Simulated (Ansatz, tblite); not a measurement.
Removing and adding an electron: (LiCl)3 ring (Li₃Cl₃). The state is a singlet with charge 0. Geometry: PBE-D4/def2-SVP. Ansatz, gas phase; energy differences of separate SCF runs; the oxidised species was run as a doublet alone; the reduced species was run as a doublet alone.

Cartesian coordinates in Å:
```
Li 0.219 1.203 -1.458
Cl -0.269 -0.774 -2.228
Li -0.434 -1.823 -0.328
Cl -0.273 -1.500 1.818
Li 0.216 0.620 1.787
Cl 0.542 2.274 0.409
```

The xTB rows come from tblite.

| level | −HOMO (eV) | vertical IE (eV) | −LUMO (eV) | vertical EA (eV) | HOMO–LUMO gap (eV) | IE − EA (eV) | remarks |
| --- | --- | --- | --- | --- | --- | --- | --- |
| GFN1-xTB | 12.89 | 14.90 | 7.04 | 4.85 | 5.85 | 10.05 | – |
| GFN2-xTB | 11.42 | 13.75 | 5.86 | 3.01 | 5.55 | 10.74 | – |
| PBE0-D4/def2-TZVPD | 8.47 | – | 0.69 | -0.08 | 7.79 | – | HOMO above zero (-1 doublet) |

Problem. Estimate the rows for PBE-D4/def2-TZVPD, r2SCAN-D4/def2-TZVPD, PBE0-D4/def2-TZVP.

Solution. 
```
               level  −HOMO (eV)  vertical IE (eV)  −LUMO (eV)  vertical EA (eV)  HOMO–LUMO gap (eV)  IE − EA (eV)                       remarks
   PBE-D4/def2-TZVPD        7.10                 –        1.24              0.06                5.86             –  HOMO above zero (-1 doublet)
r2SCAN-D4/def2-TZVPD        7.42                 –        0.61             -0.11                6.81             –  HOMO above zero (-1 doublet)
   PBE0-D4/def2-TZVP        8.49             10.35        0.65                 –                7.84             –                             –
```

Run but left out: PBE-D4/def2-TZVP, r2SCAN-D4/def2-TZVP (charge +1 doublet: an occupied level 0.06 eV above an empty one).   A HOMO above zero means that the electron is unbound at that level or that self-interaction error raises the level; the energy of removing that electron tells which. Raw xTB energy differences between charge states are shifted by several eV; the methods need an empirical correction for them. A negative affinity means that the extra electron isn't bound; its size then hangs on the basis.
